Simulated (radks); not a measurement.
Results of a calculation; reference values are marked as such.
Species: S+. Configuration: [He] 2s2 2p5 3s2 3p3 4p1 (not the ground configuration). Code: a radial shooting solver on a logarithmic mesh with Libxc functionals. Model: Dirac Kohn-Sham, LDA (Slater exchange, Perdew-Wang correlation), spin-unpolarised, spherical densities, finite nucleus; open shells fill j = l - 1/2 first; Fermi nuclear charge, rms radius 3.2611 fm.

X-ray form factor f0, the Fourier transform of the density (f0(0) = 15):

sin(theta)/lambda (1/angstrom)  f0 (electrons)
0.05                                    14.295
0.1                                     12.973
0.15                                    11.755
0.2                                     10.615
0.25                                     9.545
0.3                                      8.621
0.4                                      7.291
0.5                                      6.435
0.6                                      5.767
0.8                                      4.549
1                                        3.480
1.25                                     2.516
1.5                                      1.938
2                                        1.416
